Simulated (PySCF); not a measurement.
Substituent chemical shifts

Parent skeleton `[NH2:1][SiH:2]([NH2:3])[N:4]([SiH3:5])[SiH3:6]`; one hydrogen on atom 5 is replaced by X. Hydrogens on one atom are averaged.

One conformer, no solvent, averaged over atoms made equivalent by symmetry, fast rotation or ring inversion, non-relativistic. σ from GIAO-PBE0/pcSseg-1; coordinates at the GFN2-xTB level; PySCF 2.14.

Chemical shifts δ = σref − σ; NH3 for 15N; 29Si, 1H against TMS, all at this level.

Parent (X = H): N1/N3 31.3, Si2 -30.3, N4 8.7, Si5 -53.0, Si6 -53.0, H(Si2) 4.93, H(Si5) 4.77, H(Si6) 4.77 ppm. Effects are Δδ = δ(X) − δ(H), positive for deshielding.

Task: Order these by the shift of N1/N3, most shielded first.
A. X = OCHO
B. X = isopropenyl
C. X = N=CH2
D. X = NHCHO

Result: B (-5.6 ppm), A (-3.5 ppm), D (+0.0 ppm), C (+4.2 ppm).

Task: Order these by the shift of N4, most shielded first.
A. X = OCHO
B. X = isopropenyl
C. X = OCH3
D. X = NHCHO
E. X = N=CH2

Result: E (+8.6 ppm), B (+15.3 ppm), A (+20.6 ppm), C (+23.8 ppm), D (+31.0 ppm).

Experimental scales use liquid or dissolved standards, which lie at an offset from isolated NH3 (liquid NH3: subtract about 20 ppm).
